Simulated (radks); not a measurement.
Tb XXVII, 39 electrons, occupied as [Kr] 4d3. Calculated with a radial shooting solver on a logarithmic mesh with Libxc functionals: Dirac Kohn-Sham, exchange-only PBE, spin-unpolarised, spherical densities, finite nucleus; open shells fill j = l - 1/2 first; Fermi nuclear charge, rms radius 5.06 fm.

Spin-orbit splittings of the eigenvalues, e(l+1/2) - e(l-1/2), with zeta = 2 splitting/(2l+1) and mean radii in bohr:

| shell | occ. | splitting (eV) | zeta (eV) | <r> j=l-1/2 | <r> j=l+1/2 |
|---|---|---|---|---|---|
| 2p | 6 | 746.8 | 497.9 | 0.07587 | 0.08281 |
| 3p | 6 | 156.7 | 104.5 | 0.2269 | 0.2397 |
| 3d | 10 | 34.38 | 13.75 | 0.2117 | 0.2157 |
| 4p | 6 | 43.75 | 29.17 | 0.5027 | 0.5234 |
| 4d | 3 | 9.119 | 3.648 | 0.5222 | 0.5282 |
| 5p | 0 | 17.04 | 11.36 | 0.9119 | 0.9394 |
